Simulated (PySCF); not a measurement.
**MN15 on Ti (titanium, neutral)**

Configuration: [Ar] 3d2 4s2, high-spin 3F determinant. All numbers are calculated (PySCF 2.14, no relativity, point nucleus, in def2-SVP (5s3p2d1f, 31 functions)).

```json
{
  "Total energy": "-849.192 hartree",
  "One-electron energy": "-1162.584 hartree",
  "Hartree (Coulomb) energy": "355.338 hartree",
  "Exchange-correlation energy": "-41.946 hartree",
  "Kinetic energy": "847.91587 hartree",
  "⟨S²⟩": "2.0001",
  "⟨L²⟩": "12.001",
  "Sum of ⟨r⟩": "21.38 bohr",
  "Sum of ⟨r²⟩": "47.76 bohr²",
  "Density at the nucleus (Gaussians lack the cusp)": "6700 bohr⁻³",
  "Spin density at the nucleus": "-0.00117 bohr⁻³",
  "Langevin diamagnetic susceptibility": "-37.8 ×10⁻⁶ cm³/mol",
  "Time after the integrals": "0.79 s of wall time on 1 thread of Intel(R) Xeon(R) Platinum 8488C (shared host)"
}
```

```csv
shell,electrons,mean orbital energy (hartree),"rms radius, mean of both spins (bohr)"
1s β,1,-177.23392,0.0814
1s α,1,-177.23329,0.0814
2s α,1,-19.39103,0.358
2s β,1,-19.37948,0.358
2p α,3,-16.51395,0.322
2p β,3,-16.50080,0.322
3s α,1,-2.40833,1.09
3s β,1,-2.37086,1.09
3p α,3,-1.59004,1.19
3p β,3,-1.53421,1.19
3d α,2,-0.27875,1.67
4s α,1,-0.20580,3.90
4s β,1,-0.19119,3.90
```
